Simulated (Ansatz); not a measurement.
CH2N2Si, SMILES `[C-]#[N+][Si]N` (lower singlet) (charge 0, multiplicity 1). This singlet lies 2.42 eV below the relaxed triplet at the level frozen-core CCSD(T)/cc-pVTZ // PBE0-D3(BJ)/def2-TZVP (Ansatz, an electronic-structure program).

All values below come from Ansatz with BLYP/cc-pVTZ // PBE0-D3(BJ)/def2-TZVP.

Ansatz 0.2 input:
```yaml
crystal:
  periodic: [false, false, false]
  atoms:
    - { symbol: C, position_ang: [2.525729, -0.511742, -0.032169] }
    - { symbol: N, position_ang: [1.483708, 0.029875, -0.030074] }
    - { symbol: Si, position_ang: [0.128456, 1.180964, -0.042482] }
    - { symbol: N, position_ang: [-1.100135, 0.012187, 0.021146] }
    - { symbol: H, position_ang: [-0.964744, -0.987609, 0.052328] }
    - { symbol: H, position_ang: [-2.073014, 0.276325, 0.03125] }
basis:
  gaussian: { orbitals: cc-pVTZ }
hamiltonian:
  xc: blyp
```

Output:

```
Functional definition: BLYP
909 factors; their error is unknown
mean field evaluation 1: about -11911.9866 eV, gradient 9.2e1 eV
mean field evaluation 2: about -11843.8589 eV, gradient 1.7e2 eV
mean field evaluation 4: about -11925.8661 eV, gradient 2.7e1 eV
mean field evaluation 8: about -11927.5596 eV, gradient 1.3e-1 eV
mean field evaluation 16: about -11927.5303 eV, gradient 1.5e-4 eV
mean field -11927.53025028 eV, -438.3286519273 hartree, gradient 4.5e-5 eV, S^2 0.000000; 0 other end points of the search recorded, 0 dependent functions left out
reference -11927.53056155 eV, -438.3286633665 hartree; 18, 18 occupied and 134, 134 virtual orbitals, 909 factors
Total energy: -11927.53056155 eV, -438.3286633665 hartree
```
